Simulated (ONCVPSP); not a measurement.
Which change was made? (Pm, ONCV)

- Element: promethium (Pm)
- Generator: ONCVPSP 4.0.1
- Type: optimised norm-conserving Vanderbilt (ONCV)
- Functional: LDA (Perdew-Wang 92)
- Relativity: fully relativistic
- Frozen core: [Kr]
- Valence charge: 25
- Reference configuration: 4d10 4f5 5s2 5p6 6s1.5 6p0.5
- Partial waves: 5s+6s: rc 2.35 bohr, ncon 3, nbas 7, qcut 4.8 1/bohr, 2 projectors; 5p+6p: rc 3.05 bohr, ncon 4, nbas 8, qcut 4.3 1/bohr, 2 projectors; 4d: rc 0.70 bohr, ncon 4, nbas 8, qcut 15.9 1/bohr, 2 projectors, debl 2.5 Ha; 4f: rc 1.00 bohr, ncon 5, nbas 10, qcut 16.1 1/bohr, 2 projectors, debl 2.3 Ha
- Local potential: polynomial inside 0.70 bohr (lpopt 3, dvloc0 0 Ha)
- Core correction: polynomial model core, fcfact 0.3

Open shells are filled in proportion to 2j + 1.

In the d channel the program set the typed energies aside and used -4.458, 0.250 Ha (j = l + 1/2; the other j can differ).

Cutoffs, loose and tight: the cutoffs (Ha) at which the residual kinetic energy of the hardest occupied pseudo-wave falls to 1 and 0.1 mHa per electron. They do not see the model core or the augmentation charge, which bear on the density cutoff. Test errors are all-electron minus pseudo excitation energies from the reference, over the configurations 4d10 4f5 5s2 5p6 6s2 6p0; 4d10 4f5 5s2 5p6 6s1 6p0; 4d10 4f5 5s2 5p6 6s0 6p0; 4d10 4f5 5s2 5p6 6s0 6p1; variants that change the core or the reference have their own tests.

The base gives: outcome: generated, projector energies reset by the program; cutoff, loose: 119 Ha; cutoff, tight: 284 Ha; bound ghosts: s, p3/2, p1/2; GHOST(+) flags above zero: none; largest test error (meV): tests left out (the all-electron energies of this program are off by 10 to 40 meV for near-neutral 4f atoms).

Q: After one change the result is: outcome: generated, projector energies reset by the program; cutoff, loose: 391 Ha; cutoff, tight: 447 Ha; bound ghosts: s, p3/2, p1/2; GHOST(+) flags above zero: s; largest test error (meV): tests left out (the all-electron energies of this program are off by 10 to 40 meV for near-neutral 4f atoms). Which change was it?
A. s: qcut 3.8; p: qcut 3.4; d: qcut 12.5; f: qcut 12.7
B. scalar-relativistic
C. f: rc 1.5

A: A. The others give: f: rc 1.5 → outcome: failed: ERROR pspot: first pseudo wave function has node, program will stop | scalar-relativistic → outcome: generated, projector energies reset by the program; cutoff, loose: 119 Ha; cutoff, tight: 263 Ha; bound ghosts: s, p; GHOST(+) flags above zero: none; largest test error (meV): tests left out (the all-electron energies of this program are off by 10 to 40 meV for near-neutral 4f atoms).
